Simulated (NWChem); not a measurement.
Species: CuH; SMILES [CuH]

```xyz
2

Cu     0.0000     0.0000     0.0492
H      0.0000     0.0000    -1.4271
```
Atoms are numbered in this order, from 1.

Program: NWChem. Coordinates come from a PBE0/def2-SVP optimisation.

For level PBE/def2-SVPD:

```yaml
highest occupied level (eV): -5.07
orbital gap (eV): 2.38
dipole (D): 2.62
```

Problem. How do the values read with level PBE/def2-TZVPD instead?

Solution. The highest occupied level (eV) is -5.47 and the orbital gap (eV) is 2.57. The dipole (D) is 2.31.
